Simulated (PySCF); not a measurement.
C₃H₇FSi, SMILES C1(C[SiH2]C1)F. Atoms are numbered in the order given.

```xyz
12

F     -2.1269    -0.1581     0.0000
C     -0.8508     0.3706     0.0000
C      0.0157    -0.0843    -1.1911
Si     1.4918    -0.0100     0.0000
C      0.0157    -0.0843     1.1911
H     -0.9531     1.4711     0.0000
H     -0.0672     0.5034    -2.1151
H     -0.2174    -1.1400    -1.4104
H      2.4691    -1.1339     0.0000
H      2.2259     1.2871     0.0000
H     -0.0672     0.5034     2.1151
H     -0.2174    -1.1400     1.4104
```

Coordinates come from a ωB97X-D3(BJ)/def2-SVP optimisation. The structure was generated by enumeration, and PubChem lists no compound with its InChIKey, so it may never have been made.

Method: TDDFT-PBE/def2-SVPD in PySCF.

Vertical excitations. The molecule is in vacuum. State labels are in the subgroup Cs.

Task: List the lowest excited states. (An estimate is asked for; the answer gives what the named calculation found.)

Result: 
```tsv
state	symmetry	energy (eV)	λ (nm)	f	main pairs
S1	A"	6.69	185	0.007	HOMO→LUMO 98 %
S2	A'	7.04	176	0.053	HOMO−1→LUMO 46 %, HOMO→LUMO+1 41 %, HOMO→LUMO+2 9 %
S3	A'	7.12	174	0.019	HOMO→LUMO+1 58 %, HOMO−1→LUMO 35 %
S4	A"	7.15	173	0.002	HOMO−1→LUMO+1 97 %
S5	A"	7.37	168	0.004	HOMO−1→LUMO+2 96 %
S6	A'	7.38	168	0.017	HOMO−2→LUMO 74 %, HOMO→LUMO+2 17 %
S7	A'	7.41	167	0.051	HOMO→LUMO+2 69 %, HOMO−2→LUMO 23 %
S8	A'	7.68	161	0.069	HOMO→LUMO+3 94 %
S9	A"	7.70	161	0.010	HOMO−2→LUMO+1 99 %
S10	A"	7.71	161	0.003	HOMO−3→LUMO 68 %, HOMO−1→LUMO+3 28 %
T1	A'	6.27	198	0	HOMO−1→LUMO 98 %
T2	A"	6.43	193	0	HOMO→LUMO 98 %
T3	A'	6.87	180	0	HOMO→LUMO+1 96 %
T4	A"	6.95	178	0	HOMO−1→LUMO+1 96 %
```
Triplets are in the Tamm–Dancoff approximation, which puts them higher than full response would, so one can lie above its singlet here.
